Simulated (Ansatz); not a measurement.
Born–Oppenheimer molecular dynamics of FGaH4O2S (9 atoms, charge 0, multiplicity 1). It starts at the highest image of a converged band, a first-order saddle point between two minima.

Method: Ansatz, RKS BHLYP-D4/def2-SVP.

| Quantity | Value |
| --- | --- |
| ensemble | NVE (velocity Verlet) |
| time step | 0.5 fs |
| steps asked | 200 |
| starting velocities drawn for | 100 K |
| seed | 7235 |

First frame:

```xyz
9
Properties=species:S:1:pos:R:3
Ga 0.196 -0.284 0.251
S 0.152 1.459 -1.387
O -0.139 0.459 1.817
O 1.288 -1.655 0.046
H -1.062 0.438 -1.309
F -1.445 -0.563 -0.730
H -0.365 2.334 -0.508
H 0.140 -0.034 2.584
H 1.234 -2.152 -0.765
```

Task: How far do the bonds stretch over the last three quarters of this one trajectory? (Pairs bonded in most of those frames.)

Result: 
| bond | mean (Å) | spread (Å) | shortest | longest |
| --- | --- | --- | --- | --- |
| Ga1–O3 | 1.775 | 0.008 | 1.75 | 1.79 |
| Ga1–O4 | 1.777 | 0.009 | 1.76 | 1.79 |
| Ga1–F6 | 1.756 | 0.036 | 1.70 | 1.84 |
| S2–H5 | 1.348 | 0.030 | 1.30 | 1.39 |
| S2–H7 | 1.342 | 0.013 | 1.32 | 1.36 |
| O3–H8 | 0.954 | 0.003 | 0.95 | 0.96 |
| O4–H9 | 0.956 | 0.016 | 0.93 | 0.98 |

Mean temperature of the second half: 489 K. The conserved energy stayed within 0.087 meV per atom of its start (net change 0.038 meV per atom), so the integration is sound. The system heated up, since it started high on the potential surface and ran downhill. A run of 0.1 ps of so small a system gives no equilibrium averages. The orbitals stay closed-shell, which can raise the energy where a bond breaks towards radicals; this wasn't checked here.

The run took 12 min on 2 threads of Arm Neoverse V1 (shared host), peak memory 0.28 GiB.
